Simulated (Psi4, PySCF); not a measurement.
Here is a job for Psi4.
```
memory 2 GB

molecule {
-1 1
  Cl    0.00000000    0.00000000    0.00000000
}

set basis 6-31g**
set scf_type pk
set puream true
set d_convergence 1e-8
set dft_radial_points 99
set dft_spherical_points 590

energy('wb97x')
print_variables()
```

### Question
Convert this to an input for PySCF.

### Answer
This is not unique; one that fits is 
```python
from pyscf import gto, scf, dft

mol = gto.Mole()
mol.atom = '''
    Cl    0.000000    0.000000    0.000000
'''
mol.basis = '6-31g**'
mol.charge = -1
mol.spin = 0
mol.verbose = 4
mol.build()

mf = dft.RKS(mol)
mf.xc = 'wb97x'
mf.grids.atom_grid = (99, 590)
mf.grids.prune = None
mf.kernel()
```

Both were run: Psi4 gave -460.231217 Eh and PySCF -460.231218 Eh, 0.001 mEh apart.
